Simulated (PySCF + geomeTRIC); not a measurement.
All values below come from BP86-D3(BJ)/def2-SVP run with PySCF + geomeTRIC. fastk is a local helper that only speeds up exchange builds. No frequencies were computed at this level.

```python
import json, numpy as np
from pyscf import gto, dft
from fastk import lowrank_exchange
atoms = """
Cd    -0.487994     0.356685     0.663649
Cl     1.564354     1.331089     0.577237
N     -1.357159    -1.108726    -0.451033
H     -2.215796    -0.786524    -0.894101
H     -1.644869    -1.900287     0.122887
"""
def scf(charge, spin, dm0=None):
    mol = gto.M(atom=atoms, basis='def2-svp', ecp={'Cd': 'def2-svp'}, charge=charge, spin=spin, verbose=3, max_memory=5040)
    mf = dft.KS(mol, xc='bp86').density_fit(auxbasis="def2-universal-jkfit")
    mf.disp = 'd3bj'
    mf.grids.level = 3
    mf.conv_tol = 1e-8
    mf.max_cycle = 120
    mf.level_shift = 0.25
    mf.kernel(dm0)
    if not mf.converged:
        mf = mf.newton().run(mf.mo_coeff, mf.mo_occ).undo_soscf()
    return mf
mf = scf(0, 0)
from pyscf.geomopt.geometric_solver import kernel as optimize
path = []
done, mol = optimize(mf, maxsteps=120, assert_convergence=False, callback=lambda env: path.append((env["energy"], bool(env["g_scanner"].converged))))
res = dict(converged=bool(done and path[-1][1]), energy=path[-1][0], path=[e for e, c in path], xyz=mol.atom_coords(unit="Angstrom").tolist(), nao=mol.nao)
json.dump(res, open("result.json", "w"))
```

Output:

```
converged SCF energy = -683.879316880498
Geometry optimization cycle 1
converged SCF energy = -683.879316839931
cycle 1: E = -683.87931684  dE = -683.879  norm(grad) = 0.0286767
Geometry optimization cycle 2
converged SCF energy = -683.885852618647
cycle 2: E = -683.885852619  dE = -0.00653578  norm(grad) = 0.0172895
Geometry optimization cycle 3
converged SCF energy = -683.892092331665
cycle 3: E = -683.892092332  dE = -0.00623971  norm(grad) = 0.0196941
Geometry optimization cycle 4
converged SCF energy = -683.894847527287
cycle 4: E = -683.894847527  dE = -0.0027552  norm(grad) = 0.0137713
Geometry optimization cycle 5
converged SCF energy = -683.895090515582
cycle 5: E = -683.895090516  dE = -0.000242988  norm(grad) = 0.00458184
Geometry optimization cycle 6
converged SCF energy = -683.895136857469
cycle 6: E = -683.895136857  dE = -4.63419e-05  norm(grad) = 0.000337131
Geometry optimization cycle 7
converged SCF energy = -683.895137245845
cycle 7: E = -683.895137246  dE = -3.88375e-07  norm(grad) = 0.000185756
<class 'geometric.internal.Distance'> : 4
<class 'geometric.internal.Angle'> : 4
<class 'geometric.internal.Dihedral'> : 2
<class 'geometric.internal.TranslationX'> : 1
<class 'geometric.internal.TranslationY'> : 1
<class 'geometric.internal.TranslationZ'> : 1
<class 'geometric.internal.RotationA'> : 1
<class 'geometric.internal.RotationB'> : 1
<class 'geometric.internal.RotationC'> : 1
Step    0 : Gradient = 1.282e-02/1.834e-02 (rms/max) Energy = -683.8793168399
Step    1 : Displace = 9.868e-02/1.528e-01 (rms/max) Trust = 1.000e-01 (=) Grad = 7.732e-03/1.475e-02 (rms/max) E (change) = -683.8858526186 (-6.536e-03) Quality = 1.472
Step    2 : Displace = 1.422e-01/2.457e-01 (rms/max) Trust = 1.414e-01 (+) Grad = 8.807e-03/1.082e-02 (rms/max) E (change) = -683.8920923317 (-6.240e-03) Quality = 1.311
Step    3 : Displace = 1.538e-01/2.815e-01 (rms/max) Trust = 2.000e-01 (+) Grad = 6.159e-03/7.172e-03 (rms/max) E (change) = -683.8948475273 (-2.755e-03) Quality = 0.990
Step    4 : Displace = 1.257e-02/2.097e-02 (rms/max) Trust = 2.828e-01 (+) Grad = 2.049e-03/2.700e-03 (rms/max) E (change) = -683.8950905156 (-2.430e-04) Quality = 1.381
Step    5 : Displace = 7.805e-03/1.312e-02 (rms/max) Trust = 3.000e-01 (+) Grad = 1.508e-04/2.221e-04 (rms/max) E (change) = -683.8951368575 (-4.634e-05) Quality = 0.969
Step    6 : Displace = 7.672e-04/9.226e-04 (rms/max) Trust = 3.000e-01 (=) Grad = 8.307e-05/1.479e-04 (rms/max) E (change) = -683.8951372458 (-3.884e-07) Quality = 0.713
Converged! =D
```

Cost: roughly 70 core-seconds.
